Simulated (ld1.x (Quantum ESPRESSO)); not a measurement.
**What one change does to a pseudopotential (W (Z = 74), TM)**

* Element: tungsten (W)
* Generator: ld1.x (Quantum ESPRESSO) 7.5
* Type: norm-conserving Troullier–Martins (Kleinman–Bylander form)
* Functional: LDA (PZ)
* Relativity: scalar-relativistic
* Frozen core: [Xe] 4f14
* Valence charge: 6
* Reference configuration: 5d4 6s0 6p0 (charge +2)
* Partial waves: 6s (bound, empty): rc 2.50 bohr; 6p (bound, empty): rc 3.10 bohr; 5d (bound): rc 2.15 bohr
* Local potential: all-electron potential smoothed inside 3.10 bohr (lloc = -1)
* Core correction: none

All-electron outer shells of the reference configuration (LDA (PZ), scalar-relativistic, ld1.x):

```csv
shell,level (eV),outermost node (bohr),outermost maximum (bohr)
4f,-49.69,–,0.43
5d,-20.20,0.63,1.49
6s,-19.64,1.27,2.48
6p,-13.17,1.51,3.07
```

Change: functional BLYP.

Cutoffs: the cutoffs (Ry, on a coarse ladder) from which the occupation-weighted sum of valence levels, in a spherical-Bessel basis at the reference potential, stays within 10 and 1 mRy of its value at 400 Ry; they do not see the model core or the augmentation charge, which bear on the density cutoff. Errors are all-electron minus pseudo energies relative to the spin-unpolarised reference configuration.

**Question.** How do hardness, ghosts and transferability respond?

**Answer.** The potential gets neither clearly harder nor softer (30 Ry and 35 Ry → 30 Ry and 35 Ry); the number of tests that count goes from 9 to 5; of the 5 tests that both files solve, the error grows in 4 and shrinks in 1 by more than 15 % and 0.3 meV (median size 18.0 → 75.0 meV); neither file shows a bound ghost at the reference potential, the only one tested.

```csv
quantity,base,changed
"cutoff, loose",30 Ry,30 Ry
"cutoff, tight",35 Ry,35 Ry
bound ghosts,none,none
"tests counted (converged, no solver errors)",9 of 9,5 of 7
"error for 5d4 6s2 6p0, meV [ΔE -25.16 → -24.57 eV]",+85,+175
"error for 5d3 6s0 6p0, meV [ΔE 25.70 → 25.34 eV]",-16,-2.6
"error for 5d4 6s0 6p2, meV [ΔE -15.72 → -15.28 eV]",+38,+75
"error for 5d3 6s2 6p0, meV [ΔE -16.10 → -15.88 eV]",+18,+76
"error for 5d2 6s0 6p0, meV [ΔE 63.25 → 62.51 eV]",+13,+58
s: phases at 3.37 bohr within 0.05 rad from the reference energy up to (Ry; the scan ends near 5),-0.1,-0.1
p: phases at 3.37 bohr within 0.05 rad from the reference energy up to (Ry; the scan ends near 5),0.3,0.3
d: phases at 3.37 bohr within 0.05 rad from the reference energy up to (Ry; the scan ends near 5),-0.1,-0.1
```

Changed file: Tests not counted: 5d4 6s1 6p0 (pseudo-atom not self-consistent, printed error +62 meV); 5d4 6s1 6p1 (pseudo-atom not self-consistent, printed error +116 meV). ld1.x printed “convergence not achieved” for 2 of the counted tests; their residual had stalled under 1e-8, short of the target of 1e-14.
